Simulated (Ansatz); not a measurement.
Steps of a relaxation of F₂H₃OScSi (`[F][Sc]([F])[O][SiH3]`) with RKS PBE0-D4/def2-TZVP.

```sh
$ ansatz run in.yaml --threads 4 --pin off --events-out ev --progress --plain --max-ram 10444MiB
```

```yaml
crystal:
  periodic: [false, false, false]
  atoms:
    - {symbol: F, position_ang: [1.597430, -1.084930, 2.540490]}
    - {symbol: Sc, position_ang: [1.204230, -1.188580, 0.816550]}
    - {symbol: F, position_ang: [2.045100, -2.500230, -0.026130]}
    - {symbol: O, position_ang: [0.029850, -0.042750, -0.001880]}
    - {symbol: Si, position_ang: [-1.010320, 0.994680, -0.693420]}
    - {symbol: H, position_ang: [-2.193770, 1.071800, 0.180340]}
    - {symbol: H, position_ang: [-1.344820, 0.453310, -2.021700]}
    - {symbol: H, position_ang: [-0.327700, 2.296690, -0.794260]}
basis:
  gaussian: {orbitals: def2-TZVP}
hamiltonian: {xc: pbe0, dispersion: d4}
relax: {f_tol: 0.005, max_steps: 150}
```

Positions (Å) and forces (eV/Å) along the path, 6 of 6 steps:

```xyz
8
step=1 energy=-36102.2844 eV
F     1.597   -1.085    2.540    0.392    0.250    2.150
Sc    1.204   -1.189    0.817   -0.353    0.358   -0.229
F     2.045   -2.500   -0.026    0.975   -1.596   -1.201
O     0.030   -0.043   -0.002   -0.593    0.597   -0.429
Si   -1.010    0.995   -0.693    0.241   -0.249    0.148
H    -2.194    1.072    0.180   -0.337    0.185   -0.015
H    -1.345    0.453   -2.022   -0.241    0.123   -0.293
H    -0.328    2.297   -0.794   -0.084    0.333   -0.130
8
step=2 energy=-36102.4997 eV
F     1.626   -1.092    2.615    0.087    0.115    0.648
Sc    1.240   -1.225    0.845   -0.156    0.151   -0.105
F     2.086   -2.558   -0.055    0.260   -0.452   -0.402
O     0.041   -0.053    0.007   -0.128    0.134   -0.095
Si   -1.004    0.988   -0.691   -0.007   -0.010   -0.006
H    -2.229    1.112    0.141   -0.044    0.015    0.014
H    -1.388    0.502   -2.041   -0.022    0.002   -0.042
H    -0.373    2.326   -0.823    0.010    0.046   -0.010
8
step=3 energy=-36102.5213 eV
F     1.621   -1.073    2.648   -0.008    0.029    0.059
Sc    1.248   -1.234    0.855   -0.055    0.053   -0.048
F     2.086   -2.569   -0.094    0.004   -0.024   -0.052
O     0.043   -0.055    0.011    0.070   -0.069    0.050
Si   -1.003    0.985   -0.690   -0.031    0.030   -0.021
H    -2.232    1.115    0.138    0.009   -0.006   -0.002
H    -1.390    0.503   -2.044    0.007   -0.004    0.010
H    -0.373    2.327   -0.825    0.003   -0.010    0.004
8
step=4 energy=-36102.5225 eV
F     1.614   -1.055    2.653    0.000    0.003    0.008
Sc    1.250   -1.235    0.856   -0.030    0.030   -0.019
F     2.075   -2.567   -0.112    0.001   -0.004   -0.009
O     0.045   -0.059    0.016   -0.020    0.017   -0.014
Si   -1.001    0.983   -0.689    0.053   -0.048    0.037
H    -2.231    1.110    0.138   -0.005    0.000    0.002
H    -1.383    0.500   -2.042    0.001   -0.004   -0.004
H    -0.368    2.323   -0.819    0.000    0.006   -0.002
8
step=5 energy=-36102.5226 eV
F     1.613   -1.054    2.653   -0.002   -0.001   -0.007
Sc    1.248   -1.232    0.856    0.023   -0.023    0.016
F     2.069   -2.563   -0.119   -0.005    0.006    0.003
O     0.046   -0.057    0.020    0.014   -0.013    0.010
Si   -0.998    0.981   -0.687   -0.032    0.027   -0.023
H    -2.230    1.108    0.137   -0.003    0.000    0.003
H    -1.378    0.495   -2.040    0.001   -0.002   -0.002
H    -0.368    2.322   -0.820    0.003    0.004    0.000
8
step=6 energy=-36102.5227 eV
F     1.615   -1.057    2.654    0.000   -0.001    0.000
Sc    1.249   -1.233    0.857    0.001    0.000    0.002
F     2.068   -2.563   -0.120    0.000    0.000   -0.001
O     0.046   -0.055    0.023   -0.001    0.001    0.000
Si   -0.999    0.982   -0.687   -0.001   -0.001   -0.002
H    -2.232    1.109    0.135    0.000    0.000    0.000
H    -1.376    0.493   -2.040    0.000    0.000   -0.001
H    -0.369    2.323   -0.821    0.000    0.000    0.000
```

It took 23 s on 4 threads of an Arm Neoverse V2 on a shared host, with 0.52 GiB of host memory at the peak.
